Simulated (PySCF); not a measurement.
Species: (MgSe)3 ring, Mg3Se3.
Geometry (PBE0-D3(BJ)/def2-SVP, Å), atoms numbered from 1 in this order:
```xyz
6
Mg3Se3 angstrom
Mg     1.5655    0.3547   -1.0340
Se    -0.0742    1.8379   -2.0139
Mg    -1.5972    0.8915   -0.3870
Se    -2.2327   -0.5669    1.4369
Mg     0.0696   -1.3029    1.3876
Se     2.3323   -1.3103    0.5411
```

Method used: TDDFT wB97X-D/def2-SVPD, vertical, gas phase, core orbitals frozen in the response in PySCF. The wB97X-D/def2-SVPD calculation is non-relativistic and has no spin–orbit coupling, an omission that weighs most on selenium.

Transition dipole moments from the ground state, in atomic units and in the frame of the coordinates above (overall signs are arbitrary), for the states with f of 0.002 or more among the lowest 10:

| state | E (eV) | μx | μy | μz |
| --- | --- | --- | --- | --- |
| S3 | 4.097 | -0.261 | -0.778 | -0.711 |
| S6 | 4.605 | -0.905 | 0.415 | -0.124 |
| S7 | 4.624 | -0.366 | -0.571 | 0.759 |
| S10 | 4.772 | -0.092 | -0.304 | -0.274 |

**Question.** Work out the oscillator strengths.

**Answer.** f = (2/3) ΔE |μ|² with ΔE in hartree (27.2114 eV).

```json
{"state": "S3", "|μ|² (au)": "1.180", "|μ| (D)": "2.76", "f": "0.118"}
{"state": "S6", "|μ|² (au)": "1.006", "|μ| (D)": "2.55", "f": "0.114"}
{"state": "S7", "|μ|² (au)": "1.037", "|μ| (D)": "2.59", "f": "0.117"}
{"state": "S10", "|μ|² (au)": "0.176", "|μ| (D)": "1.07", "f": "0.021"}
```

**Question.** All atoms lie in one plane. Which transitions are polarised in it and which across it?

**Answer.** In the plane: S6 and S7. Perpendicular: S3 and S10. States polarised in the plane are symmetric under reflection in it, those polarised across it antisymmetric.

**Question.** What angle do the transition dipoles of S3 and S10 make?

**Answer.** |cos θ| = |μa·μb| / (|μa| |μb|) = 1.00, so θ ≈ 1° (taken between 0 and 90°, since the signs are arbitrary).

All these states lie below the vertical ionisation energy of 8.43 eV (ΔSCF).

On one thread, Intel Xeon at 2.50 GHz (x86_64), shared host with 64 logical CPUs at a one-minute load of 56, this took 6.2 min of wall time (with the writing of density and orbital grids) and 1.0 GiB of memory at its peak.

One conformer stands for the species.
